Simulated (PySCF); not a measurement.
Species: `C(F)(F)(/P=P/[C@H](C)CC)F`. The columns A, B, C and D hold Mulliken, IAO, Hirshfeld and ESP-fitted charges (e) of one PBE0/pcSseg-1 density (PySCF), in a shuffled order. Coordinates in Å (GFN2-xTB); the density's dipole moment is (-3.56, -1.26, 0.19) D.

```
atom       x       y       z       A       B       C       D
  C1  -1.788   1.052  -1.228  -0.379  -0.254  -0.121  -0.420
  C2  -1.482  -0.329  -0.666  +0.125  -0.236  -0.069  -0.245
  C3  -0.922  -0.263   0.756  +0.486  -0.561  -0.061  -0.267
  C4  -0.690  -1.656   1.337  -0.591  -0.199  -0.121  -0.415
  P5   0.646   0.766   0.857  -0.207  +0.198  +0.104  +0.199
  P6   1.844  -0.299  -0.385  -0.202  +0.104  +0.038  +0.078
  C7   3.354   0.807  -0.149  +0.852  +0.562  +0.197  +0.633
  F8   3.093   2.088   0.158  -0.256  -0.256  -0.095  -0.275
  F9   4.153   0.337   0.824  -0.250  -0.262  -0.105  -0.280
 F10   4.090   0.830  -1.271  -0.261  -0.263  -0.104  -0.278
 H11  -0.878   1.650  -1.296  +0.122  +0.121  +0.027  +0.137
 H12  -2.494   1.577  -0.588  +0.075  +0.114  +0.040  +0.139
 H13  -2.218   0.974  -2.223  +0.104  +0.124  +0.046  +0.148
 H14  -2.397  -0.926  -0.652  -0.018  +0.126  +0.042  +0.137
 H15  -0.763  -0.840  -1.313  -0.006  +0.136  +0.028  +0.132
 H16  -1.654   0.256   1.388  -0.036  +0.163  +0.039  +0.144
 H17  -1.632  -2.196   1.405  +0.113  +0.123  +0.045  +0.145
 H18  -0.011  -2.225   0.703  +0.144  +0.131  +0.033  +0.142
 H19  -0.259  -1.593   2.335  +0.184  +0.129  +0.039  +0.145
```

Which column most likely holds the ESP-fitted charges?

A. Σ q r misses the density's dipole by 0.03 D (A), 0.64 D (D), 1.16 D (B), 1.79 D (C). Charges fitted to the outside potential are the only set here that is tied to the molecule's multipoles.

And the Hirshfeld charges?

C. The mean sizes are 0.071 e (C), 0.214 e (B), 0.229 e (D), 0.232 e (A), and Hirshfeld charges are commonly the smallest of these schemes.

As computed, A = ESP-fitted, B = Mulliken, C = Hirshfeld, D = IAO. Hydrogens on carbon: ESP-fitted -0.04 to +0.18, Mulliken +0.11 to +0.16, Hirshfeld +0.03 to +0.05, IAO +0.13 to +0.15 e.

The IAO scheme projects the occupied orbitals on a minimal set of polarised atomic orbitals and counts the electrons in each atom's part of it. The Hirshfeld scheme divides the density at each point in proportion to the densities of the neutral, spherically averaged free atoms.

Geometry: GFN2-xTB, one conformer, isolated molecule.

These values come from a run that also computed NMR shieldings. Cost: about 1.8 min of CPU time on one thread; the machine was shared, so the figure is rough.

The values belong to the conformer `[CH3:1][CH2:2][C@@H:3]([CH3:4])/[P:5]=[P:6]/[C:7]([F:8])([F:9])[F:10]`: C1–C2–C3–C4 177°, C2–C3–P5–P6 -61°, P5–P6–C7–F8 -28°.
